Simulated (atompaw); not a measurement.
## Plane-wave convergence, PAW (atompaw) potential for H (Z = 1)

```json
{
 "Element": "hydrogen",
 "Generator": "atompaw 4.2.0.5",
 "Type": "PAW",
 "Functional": "PBE",
 "Relativity": "scalar-relativistic",
 "Frozen core": "none",
 "Valence charge": "1",
 "Reference configuration": "1s1",
 "Partial waves": "1s (bound): rc 1.15 bohr; 1s channel at 2.4 Ry: rc 1.15 bohr",
 "Local potential": "bessel scheme, radius 1.10 bohr",
 "Core correction": "none",
 "Augmentation charge": "besselshape compensation charge, radius 0.85 bohr; PAW radius 1.15 bohr; waves and projectors: custom polynom2 7 10 vanderbiltortho"
}
```

The pseudo-atom Hamiltonian at the reference potential is diagonalised in spherical Bessel functions j_l(qr) that vanish at 20 bohr, with q² up to the cutoff. All-electron valence levels (Ry): 1s -0.4772.

Question: How do the lowest levels (Ry) of each channel move with the cutoff, and are there ghosts?

Answer:

```
cutoff (Ry)     s #1    p #1    d #1    d #2    f #1  Σ f·Δε (mRy)
          8  -0.4566  0.0294  0.0770  0.1845  0.1190          20.6
         10  -0.4664  0.0294  0.0770  0.1845  0.1190          10.8
         12  -0.4720  0.0294  0.0770  0.1845  0.1190           5.2
         15  -0.4749  0.0294  0.0770  0.1845  0.1190           2.3
         18  -0.4767  0.0294  0.0770  0.1845  0.1190           0.5
         21  -0.4770  0.0294  0.0770  0.1845  0.1190           0.2
         25  -0.4771  0.0294  0.0770  0.1845  0.1190           0.1
        400  -0.4772  0.0294  0.0770  0.1845  0.1190           0.0
```

Result: no extra level below or beside the all-electron valence levels (s, p, d, f tested); 10 mRy is reached at 12 Ry and 1 mRy at 18 Ry.
